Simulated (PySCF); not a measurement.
C₃H₃F₃, SMILES F[C@H]1CC1(F)F. Geometry optimised at PBE-D3(BJ)/def2-SVP. The structure was generated by enumeration; whether it is a known compound was not checked.

Computed equilibrium geometry at PBE-D3(BJ)/def2-SVP (PySCF confirms it by a frequency run) as bond lengths and angles:
Atoms: F1 C2 C3 C4 F5 F6 H7 H8 H9. Bonded distances (Å): F1–C2 1.361, C2–C3 1.533, C2–C4 1.494, C2–H7 1.105, C3–C4 1.496, C3–H8 1.101, C3–H9 1.102, C4–F5 1.348, C4–F6 1.353. Bond angles (°): F1–C2–C3 118.2, F1–C2–C4 118.9, F1–C2–H7 113.5, C3–C2–C4 59.2, C3–C2–H7 118.4, C4–C2–H7 118.3, C2–C3–C4 59.1, C2–C3–H8 118.5, C2–C3–H9 115.4, C4–C3–H8 119.6, C4–C3–H9 115.4, H8–C3–H9 116.5, C2–C4–C3 61.7, C2–C4–F5 119.1, C2–C4–F6 119.0, C3–C4–F5 119.0, C3–C4–F6 119.5, F5–C4–F6 110.9.
Charge 0, spin multiplicity 1.
